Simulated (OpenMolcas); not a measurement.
# K: CASPT2 settings compared

```yaml
Program: OpenMolcas
Basis: ANO-RCC-VTZP [6s5p2d1f]
Scalar_Hamiltonian: DKH2, point nucleus
Active_space: 1 electron in 4 orbitals (4s 4p)
State_averaging: 2S+1 = 2 even, 1 root; 2S+1 = 2 odd, 3 roots
Spin-orbit_coupling: state interaction with AMFI integrals over the reference wave functions, term energies averaged over their components
```

Methods on the same reference wave functions:
A. CASSCF
B. SS-CASPT2, IPEA 0.75 Eh, imaginary shift 0.05 Eh (closed shells correlated: 3s 3p)
C. SS-CASPT2, IPEA 0.15 Eh, imaginary shift 0.15 Eh (closed shells correlated: 3s 3p)
D. SS-CASPT2, IPEA 0.4 Eh, sigma1 regulariser 0.4 Eh (closed shells correlated: 3s 3p)

Energies in eV above 4s ²S_1/2, the measured ground level; measured values from NIST Handbook of Basic Atomic Spectroscopic Data.

```
     Level       A       B       C       D  Measured
 4s ²S_1/2  0.0000  0.0000  0.0000  0.0000    0.0000
4p ²P°_1/2  1.4257   1.591   1.617   1.605    1.6100
4p ²P°_3/2  1.4303   1.595   1.621   1.609    1.6171
```

Deviations, from unrounded energies. A percentage is the sum of absolute deviations over the sum of measured energies, with the sign that they share, or ± where signs differ.

```csv
Against measurement,Levels,A,B,C,D
mean absolute deviation (cm-1),2,1500,170,44,53
other configurations (%),2,-11.5,-1.3,+0.3,-0.4
```

C lies closest to measurement on these levels and A furthest from it. The largest miss of C in the table is 4p ²P°_1/2, by +55 cm-1. The ranking rests on the paired levels alone, and a cruder setting can come out closer through cancelling errors.

Among B to D the level of the table that moves most is 4p ²P°_1/2, by 210 cm-1 (lowest in B, highest in C).

The lowest spin-free term lies below A's lowest term by 0.221 hartree in B, 0.222 hartree in C, 0.221 hartree in D.

ANO sets are built for ground and valence states and can reach diffuse excited orbitals poorly. With one active electron the reference holds no correlation, so core polarisation is missing (holds for A). With one active electron, CASPT2 adds the correlation within the correlated inactive shells and between them and that electron, and leaves the splitting within a term as the reference gives it (holds for B; C; D). Measured partners are found by configuration, term and J. A level has none where our copy of the source lacks it or the pairing is in doubt (some pairs that miss far off the trend of their configuration count as doubtful), and it then counts in no deviation. Only configurations of the active space appear.

° marks odd parity.
